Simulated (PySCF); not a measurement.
C$_{5}$H$_{9}$O$_{3}$ (SMILES COC[CH]OC(C)=O), doublet, geometry from GFN2-xTB; PBE/STO-3G run with PySCF.

The PySCF input:
```python
from pyscf import gto, scf, dft

mol = gto.Mole()
mol.atom = '''
    C     3.414593   -0.609947   -0.310034
    O     2.457916    0.314918    0.143536
    C     1.137628   -0.123445   -0.061754
    C     0.224546    0.917613    0.454378
    O    -1.117704    0.872543    0.437856
    C    -1.845700   -0.149177   -0.061232
    C    -3.314333    0.155219    0.066355
    O    -1.372849   -1.152748   -0.547174
    H     4.388883   -0.172622   -0.103185
    H     3.315515   -0.790522   -1.387380
    H     3.323989   -1.568000    0.216270
    H     0.965519   -1.090683    0.449144
    H     0.954134   -0.314796   -1.136809
    H     0.622736    1.811374    0.897271
    H    -3.883870   -0.761128   -0.053120
    H    -3.521276    0.609633    1.031148
    H    -3.604926    0.857457   -0.713359
'''
mol.basis = 'sto-3g'
mol.charge = 0
mol.spin = 1
mol.verbose = 4
mol.build()

mf = dft.UKS(mol)
mf.xc = 'pbe'
mf.kernel()
```

What does PySCF print? Leave out banner, timings and long lists.


```
PySCF version 2.14.0

[INPUT] verbose = 4
[INPUT] num. atoms = 17
[INPUT] num. electrons = 63
[INPUT] charge = 0
[INPUT] spin (= nelec alpha-beta = 2S) = 1
[INPUT] symmetry False subgroup None
[INPUT] Mole.unit = angstrom
[INPUT] Symbol           X                Y                Z      unit          X                Y                Z       unit  Magmom
[INPUT]  1 C      3.414593000000  -0.609947000000  -0.310034000000 AA    6.452645596857  -1.152632780500  -0.585879349303 Bohr   0.0
[INPUT]  2 O      2.457916000000   0.314918000000   0.143536000000 AA    4.644788077186   0.595108771696   0.271243729016 Bohr   0.0
[INPUT]  3 C      1.137628000000  -0.123445000000  -0.061754000000 AA    2.149805351637  -0.233277241447  -0.116698147096 Bohr   0.0
[INPUT]  4 C      0.224546000000   0.917613000000   0.454378000000 AA    0.424330442367   1.734037258341   0.858649977028 Bohr   0.0
[INPUT]  5 O     -1.117704000000   0.872543000000   0.437856000000 AA   -2.112154448331   1.648867301906   0.827427921998 Bohr   0.0
[INPUT]  6 C     -1.845700000000  -0.149177000000  -0.061232000000 AA   -3.487867508110  -0.281903674084  -0.115711710059 Bohr   0.0
[INPUT]  7 C     -3.314333000000   0.155219000000   0.066355000000 AA   -6.263181655608   0.293321399329   0.125392776996 Bohr   0.0
[INPUT]  8 O     -1.372849000000  -1.152748000000  -0.547174000000 AA   -2.594308620383  -2.178378010640  -1.034009002483 Bohr   0.0
[INPUT]  9 H      4.388883000000  -0.172622000000  -0.103185000000 AA    8.293786862759  -0.326208303075  -0.194991390163 Bohr   0.0
[INPUT] 10 H      3.315515000000  -0.790522000000  -1.387380000000 AA    6.265415311887  -1.493870075443  -2.621768230699 Bohr   0.0
[INPUT] 11 H      3.323989000000  -1.568000000000   0.216270000000 AA    6.281428851067  -2.963090563318   0.408691068960 Bohr   0.0
[INPUT] 12 H      0.965519000000  -1.090683000000   0.449144000000 AA    1.824566478064  -2.061092158719   0.848759150492 Bohr   0.0
[INPUT] 13 H      0.954134000000  -0.314796000000  -1.136809000000 AA    1.803051946136  -0.594878225109  -2.148257665941 Bohr   0.0
[INPUT] 14 H      0.622736000000   1.811374000000   0.897271000000 AA    1.176800487907   3.423000769158   1.695596449515 Bohr   0.0
[INPUT] 15 H     -3.883870000000  -0.761128000000  -0.053120000000 AA   -7.339450603415  -1.438323465738  -0.100382251737 Bohr   0.0
[INPUT] 16 H     -3.521276000000   0.609633000000   1.031148000000 AA   -6.654247249004   1.152039406497   1.948587313893 Bohr   0.0
[INPUT] 17 H     -3.604926000000   0.857457000000  -0.713359000000 AA   -6.812322839324   1.620358893591  -1.348053138494 Bohr   0.0

nuclear repulsion = 378.543556507289
number of shells = 33
number of NR pGTOs = 147
number of NR cGTOs = 49
basis = sto-3g
ecp = {}

******** <class 'pyscf.dft.uks.UKS'> ********
method = UKS
initial guess = minao
damping factor = 0
level_shift factor = 0
DIIS = <class 'pyscf.scf.diis.CDIIS'>
diis_start_cycle = 1
diis_space = 8
diis_damp = 0
SCF conv_tol = 1e-09
SCF conv_tol_grad = None
SCF max_cycles = 50
direct_scf = True
direct_scf_tol = 1e-13
number electrons alpha = 32  beta = 31
XC library pyscf.dft.libxc version 7.1.2
    S. Lehtola, C. Steigemann, M. J. T. Oliveira, and M. A. L. Marques,  SoftwareX 7, 1–5 (2018)
XC functionals = pbe
    J. P. Perdew, K. Burke, and M. Ernzerhof,  Phys. Rev. Lett. 77, 3865 (1996)
    J. P. Perdew, K. Burke, and M. Ernzerhof,  Phys. Rev. Lett. 78, 1396 (1997)
    J. P. Perdew, K. Burke, and M. Ernzerhof,  Phys. Rev. Lett. 77, 3865 (1996)
    J. P. Perdew, K. Burke, and M. Ernzerhof,  Phys. Rev. Lett. 78, 1396 (1997)
radial grids:
    Treutler-Ahlrichs [JCP 102, 346 (1995); DOI:10.1063/1.469408] (M4) radial grids

becke partition: Becke, JCP 88, 2547 (1988); DOI:10.1063/1.454033
pruning grids: <function nwchem_prune>
grids dens level: 3
symmetrized grids: False
atomic radii adjust function: <function treutler_atomic_radii_adjust>
small_rho_cutoff = 0
Set gradient conv threshold to 3.16228e-05
tot grids = 201112
init E= -416.704911117769

cycle= 1 E= -415.320621700731  delta_E= 1.38  |g|= 0.578  |ddm|= 3.84
cycle= 2 E= -413.460915689533  delta_E= 1.86  |g|= 1.68  |ddm|= 2.79
cycle= 3 E= -415.168826294774  delta_E= -1.71  |g|= 0.713  |ddm|= 2.69
cycle= 4 E= -415.540826383744  delta_E= -0.372  |g|= 0.0539  |ddm|= 1.19
cycle= 5 E= -415.542071946108  delta_E= -0.00125  |g|= 0.0381  |ddm|= 0.123
cycle= 6 E= -415.542964073685  delta_E= -0.000892  |g|= 0.00633  |ddm|= 0.0614
cycle= 7 E= -415.542988563446  delta_E= -2.45e-05  |g|= 0.00258  |ddm|= 0.0111
cycle= 8 E= -415.542993579214  delta_E= -5.02e-06  |g|= 0.000789  |ddm|= 0.0048
cycle= 9 E= -415.542993989348  delta_E= -4.1e-07  |g|= 0.000381  |ddm|= 0.00171
cycle= 10 E= -415.542994068164  delta_E= -7.88e-08  |g|= 0.000174  |ddm|= 0.000762
cycle= 11 E= -415.54299409059  delta_E= -2.24e-08  |g|= 5.87e-05  |ddm|= 0.000322
cycle= 12 E= -415.54299409086  delta_E= -2.7e-10  |g|= 5.72e-05  |ddm|= 0.000145
cycle= 13 E= -415.542994093139  delta_E= -2.28e-09  |g|= 7.14e-06  |ddm|= 0.000105
cycle= 14 E= -415.54299409318  delta_E= -4.05e-11  |g|= 3.18e-06  |ddm|= 1.48e-05
Extra cycle  E= -415.542994093185  delta_E= -5.68e-12  |g|= 3.71e-06  |ddm|= 9.63e-06
converged SCF energy = -415.542994093185  <S^2> = 0.75356385  2S+1 = 2.0035607
```
